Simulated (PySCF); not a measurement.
# Correlation energy of Mo²⁺ (molybdenum, charge +2)

[Kr] 4d3 5p1, one real determinant (an excited configuration). All numbers are calculated (PySCF 2.14, the spin-free X2C one-electron Hamiltonian (Gaussian nucleus), in ANO-RCC-VTZP (7s6p4d2f1g, 68 functions)). Frozen: [Ar] 3d10; 12 electrons correlated.

```csv
level,correlation energy (mhartree)
CCSD,-317.25
(T),-7.62
CCSD(T),-324.87
```

Diagnostics: T1 = 0.0079, D1 = 0.0343, largest double amplitude 0.042.

The real determinant used has ⟨L²⟩ near 14 against 20 for a pure G term, so it mixes terms.

Cost of the coupled-cluster step: of the order of 12 core-seconds, for 12 correlated electrons.

Iterations:

```
CC2 = 0
CCSD nocc = (np.int64(8), np.int64(4)), nmo = (54, 54)
frozen orbitals [[0, 1, 2, 3, 4, 5, 6, 7, 8, 9, 10, 11, 12, 13], [0, 1, 2, 3, 4, 5, 6, 7, 8, 9, 10, 11, 12, 13]]
max_cycle = 100
direct = 0
conv_tol = 1e-08
conv_tol_normt = 1e-06
diis_space = 8
diis_start_cycle = 0
Init t2, MP2 energy = -0.297088829772469
Init E_corr(UCCSD) = -0.297088829776041
cycle = 1  E_corr(UCCSD) = -0.312050021891023  dE = -0.0149611921  norm(t1,t2) = 0.0367969
cycle = 2  E_corr(UCCSD) = -0.315860681292696  dE = -0.0038106594  norm(t1,t2) = 0.0128092
cycle = 3  E_corr(UCCSD) = -0.317231630291014  dE = -0.001370949  norm(t1,t2) = 0.00782825
cycle = 4  E_corr(UCCSD) = -0.3170762014286  dE = 0.000155428862  norm(t1,t2) = 0.00484575
cycle = 5  E_corr(UCCSD) = -0.317074594224386  dE = 1.60720421e-06  norm(t1,t2) = 0.00736681
cycle = 6  E_corr(UCCSD) = -0.317134055053282  dE = -5.94608289e-05  norm(t1,t2) = 0.00832929
cycle = 7  E_corr(UCCSD) = -0.317135574654074  dE = -1.51960079e-06  norm(t1,t2) = 0.00846654
cycle = 8  E_corr(UCCSD) = -0.317135493604001  dE = 8.10500726e-08  norm(t1,t2) = 0.00805004
cycle = 9  E_corr(UCCSD) = -0.317283724711914  dE = -0.000148231108  norm(t1,t2) = 0.00196647
cycle = 10  E_corr(UCCSD) = -0.317271070953761  dE = 1.26537582e-05  norm(t1,t2) = 0.000652938
cycle = 11  E_corr(UCCSD) = -0.317252374956043  dE = 1.86959977e-05  norm(t1,t2) = 0.000373257
cycle = 12  E_corr(UCCSD) = -0.317246873307754  dE = 5.50164829e-06  norm(t1,t2) = 0.00023148
cycle = 13  E_corr(UCCSD) = -0.317252771773186  dE = -5.89846543e-06  norm(t1,t2) = 0.000111804
cycle = 14  E_corr(UCCSD) = -0.317253312366126  dE = -5.4059294e-07  norm(t1,t2) = 6.8633e-05
cycle = 15  E_corr(UCCSD) = -0.317254109843151  dE = -7.97477025e-07  norm(t1,t2) = 0.000288487
cycle = 16  E_corr(UCCSD) = -0.317254126177297  dE = -1.6334146e-08  norm(t1,t2) = 8.63399e-05
cycle = 17  E_corr(UCCSD) = -0.317254114258371  dE = 1.19189266e-08  norm(t1,t2) = 7.76474e-05
cycle = 18  E_corr(UCCSD) = -0.317254152114382  dE = -3.78560118e-08  norm(t1,t2) = 3.87838e-05
cycle = 19  E_corr(UCCSD) = -0.317253492418934  dE = 6.59695448e-07  norm(t1,t2) = 1.37461e-05
cycle = 20  E_corr(UCCSD) = -0.317253266156245  dE = 2.26262689e-07  norm(t1,t2) = 7.96095e-06
cycle = 21  E_corr(UCCSD) = -0.317253231238041  dE = 3.49182041e-08  norm(t1,t2) = 3.9666e-06
cycle = 22  E_corr(UCCSD) = -0.317253256149475  dE = -2.49114339e-08  norm(t1,t2) = 1.99549e-06
cycle = 23  E_corr(UCCSD) = -0.317253242409341  dE = 1.37401339e-08  norm(t1,t2) = 1.547e-06
cycle = 24  E_corr(UCCSD) = -0.317253236484542  dE = 5.92479887e-09  norm(t1,t2) = 6.43851e-06
cycle = 25  E_corr(UCCSD) = -0.317253237109788  dE = -6.25245744e-10  norm(t1,t2) = 1.79011e-06
cycle = 26  E_corr(UCCSD) = -0.317253235379835  dE = 1.72995313e-09  norm(t1,t2) = 2.20998e-06
cycle = 27  E_corr(UCCSD) = -0.317253222054833  dE = 1.33250018e-08  norm(t1,t2) = 2.91377e-06
cycle = 28  E_corr(UCCSD) = -0.317253213941962  dE = 8.11287149e-09  norm(t1,t2) = 4.75901e-07
UCCSD converged
E(UCCSD) = -4045.269502924653  E_corr = -0.3172532139419617
UCCSD(T) correction = -0.0076204181463077
```

The reference is one real determinant that mixes LS terms of this configuration.
